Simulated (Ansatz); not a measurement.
```xyz
7

Cl   -1.582    1.739    1.757
B    -0.596    0.784    0.689
O    -0.739   -0.567    0.531
Si    0.509   -0.688   -0.593
S     0.766    1.415   -0.378
H     1.619   -1.531   -0.097
H     0.023   -1.151   -1.910
```

Charge 0, multiplicity 1.

Q: List the PBE0/def2-TZVPP orbital energies in eV (Ansatz 0.2.0). (Best estimate.)

A: Computed: Occupied: -2767.71, -2422.58, -1804.33, -523.61, -259.57, -217.96, -197.85, -197.73, -197.70, -187.46, -161.75, -161.72, -161.64, -146.53, -101.24, -101.19, -101.14, -29.34, -23.70, -20.94, -15.92, -13.80, -13.05, -12.70, -12.49, -10.36, -10.12, -9.57, -9.37, -9.14, -8.10. Lowest empty: -0.72, -0.37, 0.26, 0.76, 1.47, 2.12, 2.34, 3.36.
